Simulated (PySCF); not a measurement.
FS, SMILES F[S] (connectivity only; charge and spin as stated), charge -1, multiplicity 1. Heavy atoms are numbered as in [F:1][S:2].

Coordinates come from a PBE-D3(BJ)/def2-TZVPD optimisation. The multiplicity is an assumed one; other spin states were not compared.

All values below come from PBE/pcSseg-2 (PySCF).

GIAO shieldings, no solvent; atoms alike by connectivity are averaged. δ = σ(ref) − σ: ¹⁹F against CFCl3 (σ = 132.0 ppm); ³³S against H2S (σ = 705.0 ppm), references at their B3LYP-D3(BJ)/def2-TZVP geometries, non-relativistic.

Computed chemical shifts:
```json
[
 {"nucleus": "¹⁹F", "atoms": "F1", "count": "1", "δ (ppm)": "-770.0"},
 {"nucleus": "³³S", "atoms": "S2", "count": "1", "δ (ppm)": "1758.8"}
]
```
